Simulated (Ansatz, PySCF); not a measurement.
Caution: the highest occupied level lies above zero, so the state may not be bound. This triplet is an excited state, 1.77 eV above the relaxed singlet at the level frozen-core CCSD(T)/aug-cc-pVDZ // PBE0-D3(BJ)/def2-TZVPD (Ansatz, a first-principles code).

```xyz
4

C     -2.0812     0.0874     0.3847
N     -0.9383     0.2810     0.5602
Al     0.8531     0.6701     0.8630
Cl     2.1664    -1.0386     0.4418
```

Charge -1, multiplicity 3.

**Question.** Give the Mulliken and meta-Löwdin atomic charges from PySCF with PBE0-D3(BJ)/def2-TZVPD.

**Answer.** 
```csv
atom,Mulliken (e),meta-Löwdin (e)
C1,-0.45,-0.24
N2,0.19,-0.30
Al3,-0.34,-0.01
Cl4,-0.40,-0.45
```
